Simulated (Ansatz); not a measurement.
`O[C](=S)[InH][F]` + H₂ → `OC=S` + `[F][InH2]` at 500 K and 1 bar (hydrogenolysis of a C–In bond).

Computed with Ansatz on PBE0-D4/def2-TZVP structures; ΔE is electronic, products minus reactants. CCSD(T)/CBS is the MP2 limit (def2-TZVPP, def2-QZVPP) plus CCSD(T) − MP2 in def2-TZVPP, frozen cores. This one scheme is used for every species. Elements past krypton have def2 core potentials. For In outer-core shells are correlated without core-valence functions, which leaves a few kJ/mol of doubt a bond. One conformer a species, not always the lowest.

| species | CCSD(T)/CBS energy (Eh) | H − E (kJ/mol) | S (J/(mol·K)) |
| --- | --- | --- | --- |
| `O[C](=S)[InH][F]` | -801.80948 | 119.5 | 408.0 |
| H₂ | -1.17544 | 41.0 | 145.5 |
| `OC=S` | -512.17609 | 105.6 | 289.8 |
| `[F][InH2]` | -290.81142 | 59.1 | 295.0 |

H − E and S are ideal-gas, rigid-rotor, harmonic terms from PBE0-D4/def2-TZVP, for one conformer and one mirror image of each species. The MP2-based limit puts H₂ 0.8 mEh under its directly extrapolated value; such offsets cancel only in part. 1 Eh = 2625.50 kJ/mol, R = 8.31446 J/(mol·K).

**Question.** By hand: ΔE, ΔH, ΔS and ΔG.

**Answer.** ΔE = (-512.17609) + (-290.81142) − (-801.80948) − (-1.17544) = -0.00259 Eh = -6.8 kJ/mol. Δ(H − E) = 105.6 + 59.1 − 119.5 − 41.0 = 4.2, so ΔH = -2.6 kJ/mol. ΔS = 289.8 + 295.0 − 408.0 − 145.5 = 31.3 J/(mol·K). ΔG = -2.6 − 500 × (31.3)/1000 = -18.2 kJ/mol.

**Question.** By hand: the equilibrium constant, and the temperature at which ΔG would vanish if ΔH and ΔS stayed fixed.

**Answer.** log₁₀ K = −ΔG/(RT ln 10) = 1.9. ΔH and −TΔS have one sign here, so there is no such temperature.

TΔS isn't small against ΔH here. A doubt of 5 kJ/mol in ΔE shifts log₁₀ K by 0.5 here. Other conformers and mirror images would add mixing entropy, several J/(mol·K) or more a flexible species. These are equilibria of isolated gas molecules and say nothing of rates. Largest T1 diagnostic: 0.019 (customary marks: 0.02 for closed shells, 0.045 for open ones).
